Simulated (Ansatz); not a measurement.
This geometry of AsB$_{2}$H$_{6}$N (10 atoms, charge 0, multiplicity 1) is a first-order saddle point.

All numbers below come from RKS PBE0/def2-mTZVP (Ansatz).

```xyz
10
Properties=species:S:1:pos:R:3
B -1.641 0.488 -0.656
As -0.210 -0.269 0.420
B 0.892 -1.507 -0.593
N 0.753 0.979 1.314
H -2.214 -0.254 -1.391
H -1.957 1.626 -0.513
H 2.067 -1.547 -0.409
H 0.329 -2.250 -1.334
H 0.728 1.032 2.316
H 1.335 1.652 0.849
```

**Question.** Which two structures does it join? (They come from a converged band through this point; their orientation in space is the band's.)

**Answer.** No bond is made or broken. The height of N4 over the plane of its neighbours goes from -0.39 to 0.39 Å. The two ends are copies of one structure, up to a mirror image or an exchange of like atoms.

Initial state:

```xyz
10
Properties=species:S:1:pos:R:3
B -1.572 0.504 -0.622
As -0.151 -0.297 0.430
B 0.904 -1.554 -0.606
N 0.948 0.899 1.321
H -2.165 -0.216 -1.362
H -1.870 1.647 -0.468
H 2.080 -1.619 -0.446
H 0.302 -2.283 -1.328
H 0.595 1.085 2.253
H 1.012 1.784 0.831
```

Final state:

```xyz
10
Properties=species:S:1:pos:R:3
B -1.688 0.485 -0.681
As -0.252 -0.214 0.421
B 0.897 -1.439 -0.550
N 0.626 1.161 1.299
H -2.238 -0.292 -1.395
H -2.029 1.618 -0.565
H 2.072 -1.454 -0.351
H 0.367 -2.205 -1.291
H 0.816 0.908 2.262
H 1.512 1.381 0.856
```

**Question.** How far does it lie above each of them?

**Answer.** 0.115 eV above the first and 0.115 eV above the second. This is the barrier of this one path; another mechanism may lie lower.

Time of the run: 3.9 min on 2 threads of Arm Neoverse V1, on a shared host, peak memory 0.25 GiB.
